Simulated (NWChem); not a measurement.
System: GeH3I; SMILES [I][GeH3]

NWChem input:

```
start job
memory heap 200 mb stack 900 mb global 1100 mb
geometry units angstroms noautoz
  Ge     0.000000     0.000000    -1.478947
  I      0.000000     0.000000     1.042245
  H      1.034126     1.034126    -1.943048
  H      0.378516    -1.412642    -1.943048
  H     -1.412642     0.378516    -1.943048
end
basis spherical
  * library def2-svp
end
ecp
  I library def2-ecp
end
dft
  xc xpbe96 cpbe96
  iterations 150
end
task dft gradient
```

NWChem printed, in part:

```
             Northwest Computational Chemistry Package (NWChem) 7.3.0
             --------------------------------------------------------

 C3V symmetry detected

                             Geometry "geometry" -> ""
                             -------------------------

 Output coordinates in angstroms (scale by  1.889725989 to convert to a.u.)

  No.       Tag          Charge          X              Y              Z
 ---- ---------------- ---------- -------------- -------------- --------------
    1 Ge                  32.0000     0.00000000    -0.00000000    -1.50262356
    2 I                   53.0000     0.00000000     0.00000000     1.01856844
    3 H                    1.0000     1.03412578     1.03412578    -1.96672456
    4 H                    1.0000     0.37851630    -1.41264208    -1.96672456
    5 H                    1.0000    -1.41264208     0.37851630    -1.96672456

 Effective nuclear repulsion energy (a.u.)     415.0227595198

      Symmetry information
      --------------------

 Group name             C3v
 Group number             17
 Group order               6
 No. of unique centers     3

 Summary of "ao basis" -> "ao basis" (spherical)
 ------------------------------------------------------------------------------
       Tag                 Description            Shells   Functions and Types
 ---------------- ------------------------------  ------  ---------------------
 Ge                         def2-svp                12       32   5s4p3d
 I                          def2-svp                10       26   4s4p2d
 H                          def2-svp                 3        5   2s1p

      Symmetry analysis of basis
      --------------------------

        a1         26
        a2          1
        e          46

  Rotation of axis

            General Information
            -------------------
          SCF calculation type: DFT
          Wavefunction type:  closed shell.
          No. of atoms     :     5
          No. of electrons :    60
           Alpha electrons :    30
            Beta electrons :    30
          Charge           :     0
          Spin multiplicity:     1
          Use of symmetry is: on ; symmetry adaption is: on
          Maximum number of iterations: 150
          AO basis - number of functions:    73
                     number of shells:    31
          Convergence on energy requested:  1.00D-06
          Convergence on density requested:  1.00D-05
          Convergence on gradient requested:  5.00D-04

              XC Information
              --------------
          PerdewBurkeErnzerhof Exchange Functional  1.000
            Perdew 1991 LDA Correlation Functional  1.000 local
           PerdewBurkeErnz. Correlation Functional  1.000 non-local

             Grid Information
             ----------------
          Grid used for XC integration:  medium
          Radial quadrature: Mura-Knowles
          Angular quadrature: Lebedev.
          Tag              B.-S. Rad. Rad. Pts. Rad. Cut. Ang. Pts.
          ---              ---------- --------- --------- ---------
          Ge                  1.25      112           9.0       590
          I                   1.40      123          10.0       590
          H                   0.35       45          10.0       434
          Grid pruning is: on
          Number of quadrature shells:   280
          Spatial weights used:  Erf1

      Superposition of Atomic Density Guess
      -------------------------------------

 Sum of atomic energies:       -2423.66844726

      Non-variational initial energy
      ------------------------------

 Total energy =   -2373.595140
 1-e energy   =   -3839.877339
 2-e energy   =    1252.693996
 HOMO         =      -0.335822
 LUMO         =       0.019237

      Symmetry analysis of molecular orbitals - initial
      -------------------------------------------------

  Numbering of irreducible representations:

     1 a1          2 a2          3 e

  Orbital symmetries:

     1 a1          2 a1          3 e           4 e           5 a1
     6 a1          7 a1          8 a1          9 e          10 e
    11 e          12 e          13 a1         14 a1         15 e
    16 e          17 e          18 e          19 e          20 e
    21 a1         22 e          23 e          24 a1         25 a1
    26 e          27 e          28 a1         29 e          30 e
    31 a1         32 a1         33 e          34 e          35 a1
    36 a1         37 e          38 e          39 e          40 e

   convergence    iter        energy       DeltaE   RMS-Dens  Diis-err
 ---------------- ----- ----------------- --------- --------- ---------
 d= 0,ls=0.0,diis     1  -2375.8894761981 -2.59D+03  1.67D-02  2.68D-01
 d= 0,ls=0.0,diis     2  -2375.8697856773  1.97D-02  1.18D-02  2.88D-01
 d= 0,ls=0.0,diis     3  -2375.9225210290 -5.27D-02  3.29D-03  5.54D-02
 d= 0,ls=0.0,diis     4  -2375.9307043305 -8.18D-03  2.99D-04  3.39D-03
 d= 0,ls=0.0,diis     5  -2375.9308464398 -1.42D-04  1.82D-04  1.11D-04
  Resetting Diis
 d= 0,ls=0.0,diis     6  -2375.9308593835 -1.29D-05  4.72D-05  8.89D-06
 d= 0,ls=0.0,diis     7  -2375.9308604789 -1.10D-06  2.04D-05  2.86D-07
 d= 0,ls=0.0,diis     8  -2375.9308604537  2.52D-08  1.21D-05  4.43D-07
 d= 0,ls=0.0,diis     9  -2375.9308605327 -7.91D-08  1.55D-06  1.15D-08

         Total DFT energy =    -2375.930860532731
      One electron energy =    -3839.589346862641
           Coulomb energy =     1352.085886013432
    Exchange-Corr. energy =     -102.015602571560
 Nuclear repulsion energy =      213.588202888038

 Numeric. integr. density =       59.999983098252

                  Occupations of the irreducible representations
                  ----------------------------------------------

                     irrep           alpha         beta
                     --------     --------     --------
                     a1               12.0         12.0
                     a2                0.0          0.0
                     e                18.0         18.0

                       DFT Final Molecular Orbital Analysis
                       ------------------------------------

 Vector   28  Occ=2.000000D+00  E=-3.059566D-01  Symmetry=a1
              MO Center=  1.9D-16, -6.0D-16,  1.6D-01, r^2= 3.6D+00
   Bfn.  Coefficient  Atom+Function         Bfn.  Coefficient  Atom+Function
  ----- ------------  ---------------      ----- ------------  ---------------
    45      0.502098  2 I  pz                48      0.345580  2 I  pz
    14     -0.303557  1 Ge pz                42     -0.202358  2 I  pz
    17     -0.177168  1 Ge pz                11      0.168887  1 Ge pz
    39     -0.164936  2 I  pz                35      0.136503  2 I  s
    36      0.123724  2 I  s                 59      0.102170  3 H  s

 Vector   29  Occ=2.000000D+00  E=-2.326575D-01  Symmetry=e
              MO Center=  1.4D-02, -3.3D-02,  8.0D-01, r^2= 2.6D+00
   Bfn.  Coefficient  Atom+Function         Bfn.  Coefficient  Atom+Function
  ----- ------------  ---------------      ----- ------------  ---------------
    44      0.582007  2 I  py                47      0.526528  2 I  py
    41     -0.237092  2 I  py                38     -0.191866  2 I  py
    64      0.119072  4 H  s                 65      0.114454  4 H  s
    43     -0.112300  2 I  px                46     -0.101595  2 I  px
    59     -0.066889  3 H  s                 60     -0.064295  3 H  s

 Vector   30  Occ=2.000000D+00  E=-2.326575D-01  Symmetry=e
              MO Center= -1.4D-02,  3.3D-02,  8.0D-01, r^2= 2.6D+00
   Bfn.  Coefficient  Atom+Function         Bfn.  Coefficient  Atom+Function
  ----- ------------  ---------------      ----- ------------  ---------------
    43      0.582007  2 I  px                46      0.526528  2 I  px
    40     -0.237092  2 I  px                37     -0.191866  2 I  px
    44      0.112300  2 I  py                69      0.107365  5 H  s
    70      0.103201  5 H  s                 47      0.101595  2 I  py
    59     -0.098874  3 H  s                 60     -0.095039  3 H  s

 Vector   31  Occ=0.000000D+00  E=-6.640635D-02  Symmetry=a1
              MO Center= -1.3D-16, -4.0D-15, -5.1D-01, r^2= 4.9D+00
   Bfn.  Coefficient  Atom+Function         Bfn.  Coefficient  Atom+Function
  ----- ------------  ---------------      ----- ------------  ---------------
    17      0.755788  1 Ge pz                48      0.742963  2 I  pz
     4      0.585380  1 Ge s                  5      0.438781  1 Ge s
    36     -0.429360  2 I  s                 45      0.354654  2 I  pz
    14      0.348960  1 Ge pz                 3     -0.261958  1 Ge s
    35     -0.236482  2 I  s                 11     -0.187298  1 Ge pz

 Vector   32  Occ=0.000000D+00  E= 8.173404D-03  Symmetry=a1
              MO Center=  9.9D-17, -7.3D-16, -1.9D+00, r^2= 3.7D+00
   Bfn.  Coefficient  Atom+Function         Bfn.  Coefficient  Atom+Function
  ----- ------------  ---------------      ----- ------------  ---------------
     4      0.981209  1 Ge s                 17     -0.825387  1 Ge pz
    60     -0.793888  3 H  s                 65     -0.793888  4 H  s
    70     -0.793888  5 H  s                  5      0.746808  1 Ge s
     3     -0.359048  1 Ge s                 59     -0.187578  3 H  s
    64     -0.187578  4 H  s                 69     -0.187578  5 H  s

[...]

                         DFT ENERGY GRADIENTS

    atom               coordinates                        gradient
                 x          y          z           x          y          z
   1 Ge      0.000000  -0.000000  -2.839547    0.000000   0.000000   0.000198
   2 I       0.000000   0.000000   1.924815    0.000000   0.000000  -0.004651
   3 H       1.954214   1.954214  -3.716571   -0.002759  -0.002759   0.001484
   4 H       0.715292  -2.669506  -3.716571   -0.001010   0.003769   0.001484
   5 H      -2.669506   0.715292  -3.716571    0.003769  -0.001010   0.001484
```

Level: PBE/def2-SVP with def2 effective core potentials on I. The geometry was optimised at PBE0/def2-SVP. def2 effective core potentials on I; no spin-orbit coupling.
